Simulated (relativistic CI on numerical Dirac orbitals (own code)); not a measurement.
**Er²⁺: M4,5 absorption edge**

Computed with this model: Dirac-Coulomb-Breit CI, separate exchange-only KLI orbitals for each configuration, model QED (radiative potential, 1s self-energy scaled to tabulated hydrogen-like ionisation energies), valence Slater integrals scaled by 0.8, multiplet model of core-to-valence dipole absorption; configurations [Xe] 4f12 → [Ar] 3d9 4s2 4p6 4d10 4f13 5s2 5p6; 300 K; Lorentzian 0.6 eV and Gaussian 0.4 eV FWHM. Energies are those of the free ion, without screening or charge transfer. The branching ratio is the share of the lower-energy edge in the whole absorption, uncertain by about 0.02 where the edges overlap. S is read from ⟨S²⟩ = S(S + 1).

free ion: ground-state S = 0.99, centroid 1406.54 eV, branching ratio 0.964. Peaks (eV, height): 1403.4 (32), 1405.2 (100), 1407.4 (16).

The statistical ratio of this edge is 3/5 = 0.600. Values above it arise where the holes sit mainly in the j = l + 1/2 valence subshell or the ground state has high spin; values below it where core-valence Coulomb terms move weight to the upper edge, as in nearly empty shells.

Strongest unbroadened transitions for free ion:

| Energy (eV) | Relative strength |
| --- | --- |
| 1403.37 | 28.5 |
| 1405.17 | 100.0 |
| 1407.37 | 13.3 |
| 1447.17 | 5.3 |
